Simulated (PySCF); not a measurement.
**Identify the compound**

The spectra below were simulated for a compound C₇H₁₁BO₂.

¹H NMR (500 MHz, computed): δ 4.00 (m, 2H), 3.99 (m, 2H), 1.70 (m, 1H), 1.65 (m, 2H), 1.59 (m, 1H), 1.03 (d, 3H).

¹³C{¹H} NMR (computed): δ 89.7 (C), 69.7 (CH), 64.9 (CH2, 2C), 30.9 (CH2), 17.4 (CH3), 14.5 (CH).

No solvent model, relativity neglected, one computed conformer, equivalent nuclei averaged. Structure optimised with PBE0-D3(BJ)/def2-SVP; shieldings: GIAO B3LYP/pcSseg-1; PySCF 2.14.0 with density-fitted response routines.

Chemical shifts δ = σref − σ; ¹H and ¹³C against TMS, all at this level.

Q: Which of these isomers gave the spectra?
A. C=C(C)/C=C\[C@H]1COBO1
B. C=C/C=C\B1OCCCO1
C. C#C[C@H](C)B1OCCCO1

A: C. 

- 6 carbon signals for 7 carbons: some carbons are equivalent by symmetry or fast rotation.
- Carbon types of the structure: 1 × C, 2 × CH, 3 × CH2, 1 × CH3, which accounts for all hydrogens.
- δC 89.7: alkyne carbon; the triple bond shields along its axis, which puts it between sp3 and sp2 carbons.
- δC 69.7: terminal alkyne carbon; sp carbons lie upfield of alkene carbons because the cylindrical π system leaves one tensor component strongly shielded.
- δC 64.9: sp3 CH2 bonded to O; deshielded by the electronegative neighbour.
- δC 17.4: methyl carbon; a saturated carbon with 1 carbon neighbour and no heteroatom attached.
- δH 1.59: hydrogen on a terminal alkyne carbon; it lies on the axis of the triple bond, in its shielding cone.

The others: C=C/C=C\B1OCCCO1 would give 7 signals for carbon-bound and other non-exchanging H, not 6; C=C(C)/C=C\[C@H]1COBO1 would give 7 carbon signals, not 6.

A carbon bonded to boron is broadened by the quadrupolar boron nucleus and is often missing from a measured spectrum. Shifts are as computed. Against solution values, carbons near 30 ppm lie about +2 ppm off and those near 130 ppm about +6 ppm. Of 1313 compounds with measured shifts, 239 miss one by over three times the rms of a fit or turn the order of signals round; such compounds aren't used in these exercises. No couplings were computed; multiplicities are counted from neighbouring protons, with m where these are inequivalent, close in shift, in a saturated or five-membered ring or joined by F or P, and br s for small geminal =CH2 splittings.
